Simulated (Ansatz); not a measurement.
Computed with Ansatz on PBE0-D4/def2-TZVP structures; ΔE is electronic, products minus reactants. CCSD(T)/CBS is the MP2 limit (def2-TZVPP, def2-QZVPP) plus CCSD(T) − MP2 in def2-TZVPP, frozen cores. This one scheme is used for every species. DFT in def2-TZVPP. B3LYP here is the variant with VWN-RPA as its local correlation; programs differ in this. HSE06 is defined as in plane-wave codes. One conformer a species, not always the lowest.

Reaction (substitution at a C–O bond): `FCC(F)(F)OCC(F)(F)F` + CH₃OH → `COC(F)(F)CF` + `OCC(F)(F)F`

```csv
level,ΔE (kcal/mol),difference from CCSD(T)/CBS
r2SCAN-D4,-4.3,-0.3
B97M-V,-4.0,0.0
HSE06-D4,-4.1,-0.1
B2PLYP,-4.3,-0.3
PBE-QIDH,-4.2,-0.2
B3LYP,-4.4,-0.4
BHLYP,-4.4,-0.4
HF/def2-SVP,-4.5,-0.5
MP2/def2-QZVPP,-4.0,0.0
CCSD/CBS(def2),-4.0,0.0
CCSD(T)/CBS,-4.0,0
```

Largest T1 diagnostic among the species: 0.012.

Leaving LDA and LC-ωPBE aside and taking each functional with its dispersion term where it has one, the values spread over 0.3 kcal/mol, from r2SCAN-D4 to B97M-V.

CCSD(T)/CBS has its own doubt, a few kJ/mol and more with outer-core shells, so smaller differences from it don't rank the levels.
